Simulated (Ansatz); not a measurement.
Geometry optimisation, RKS B3LYP-D4/def2-SVP (Ansatz).

input.yaml

```yaml
crystal:
  periodic: [false, false, false]
  atoms:
    - { symbol: "N", position_ang: [0.50061, 1.4144, 0.36216] }
    - { symbol: Ga, position_ang: [-0.22305, -0.22597, 0.02245] }
    - { symbol: S, position_ang: [0.63131, -1.67114, -1.43202] }
    - { symbol: Br, position_ang: [-2.19729, -0.65745, 1.10106] }
    - { symbol: H, position_ang: [1.42514, 1.67708, 0.04418] }
    - { symbol: H, position_ang: [0.2276, 2.00149, 1.14233] }
    - { symbol: H, position_ang: [1.66976, -0.87631, -1.6968] }
basis:
  gaussian: { orbitals: def2-SVP }
hamiltonian:
  xc: b3lyp
  dispersion: d4
relax:
  f_tol: 0.015
  max_steps: 40
output:
  orbitals: {}
```

Launched with:

```bash
$ ansatz run input.yaml --threads 2 --pin off --max-ram 3072MiB --backend cpu --events-out ev --progress --plain --runs-dir out
```

Question: Where does it end, and by what steps?

Answer: The forces met the threshold. After 6 steps the energy has fallen by 0.024 eV; N1 moved furthest, 0.10 Å.

| step | energy less start (eV) | largest force component (eV/Å) | accepted |
| --- | --- | --- | --- |
| 0 | 0.0000 | 0.520 | yes |
| 1 | -0.0161 | 0.234 | yes |
| 2 | -0.0200 | 0.168 | yes |
| 3 | -0.0221 | 0.092 | yes |
| 4 | -0.0236 | 0.034 | yes |
| 5 | -0.0239 | 0.021 | yes |
| 6 | -0.0239 | 0.002 | yes |

```xyz
7
Properties=species:S:1:pos:R:3
N 0.567 1.383 0.426
Ga -0.218 -0.194 0.026
S 0.589 -1.660 -1.417
Br -2.197 -0.703 1.085
H 1.445 1.705 0.036
H 0.177 2.031 1.102
H 1.671 -0.900 -1.715
```

Whether the end is a true minimum wasn't checked by a vibrational analysis.

Run time: 30 s on 2 threads of Arm Neoverse V2, on a shared host, peak memory 0.29 GiB.
